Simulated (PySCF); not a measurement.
CH6O3Si.

```xyz
11

C      0.0000     0.0000    -1.8449
Si     0.0000     0.0000     0.0070
O     -1.5445    -0.2427     0.5848
O      0.5621     1.4589     0.5848
O      0.9824    -1.2162     0.5848
H     -0.7771     0.6765    -2.2339
H      0.9744     0.3347    -2.2339
H     -0.1974    -1.0112    -2.2339
H     -1.6351    -0.9694     1.2121
H     -0.0220     1.9007     1.2121
H      1.6570    -0.9313     1.2121
```
Charge 0, spin multiplicity 1.

Coordinates come from a B3LYP-D3(BJ)/def2-SVP optimisation. A frequency run showed that this geometry is not a minimum. The values are those of a single conformer.

The numbers are results of PBE0/pcSseg-1 run with PySCF, not measurements. Non-relativistic, no solvent.

**Question.** Give the absolute GIAO shielding of each atom: isotropic value and principal components (ppm). (The exact figures need the calculation; the answer reports its results.)

**Answer.** 
```tsv
atom	σ(iso)	σ11	σ22	σ33	span
C1	188.0	185.4	185.4	193.2	7.8
Si2	372.1	351.8	351.8	412.6	60.8
O3	271.0	240.8	256.2	316.0	75.2
O4	271.0	240.8	256.2	316.0	75.2
O5	271.0	240.8	256.2	316.0	75.2
H6	31.1	26.7	28.5	38.0	11.2
H7	31.1	26.7	28.5	38.0	11.2
H8	31.1	26.7	28.5	38.0	11.2
H9	29.5	22.0	24.2	42.3	20.4
H10	29.5	22.0	24.2	42.3	20.4
H11	29.5	22.0	24.2	42.3	20.4
```
